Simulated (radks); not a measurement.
Coulomb parameter of the 4d shell of neutral palladium in the model configuration [Kr] 4d9 5s1, as a second difference U = [E(n + 0.25) + E(n - 0.25) - 2 E(n)] / (0.25)^2 with all orbitals relaxed. "Bare": the charge of the atom changes with n. "Screened": the 5s shell takes up the change at fixed total charge, which measures U(4d,4d) + U(5s,5s) - 2 U(4d,5s). All-electron calculation, Dirac Kohn-Sham, PBE, spin-unpolarised, spherical densities, point nucleus; open shells are shared between the two j in proportion to 2j + 1. Program: a radial shooting solver on a logarithmic mesh with Libxc functionals.

| case | configuration | E - E(n) (eV) |
|---|---|---|
| start | [Kr] 4d9 5s1 | 0.000 |
| bare +0.25 | [Kr] 4d9.25 5s1 | -1.367 |
| bare -0.25 | [Kr] 4d8.75 5s1 | 1.994 |
| screened +0.25 | [Kr] 4d9.25 5s0.75 | -0.529 |
| screened -0.25 | [Kr] 4d8.75 5s1.25 | 0.640 |

U(bare) = 10.041 eV, U(screened by 5s) = 1.775 eV. The step up makes a negative ion, whose loosely bound charge lowers the bare value.
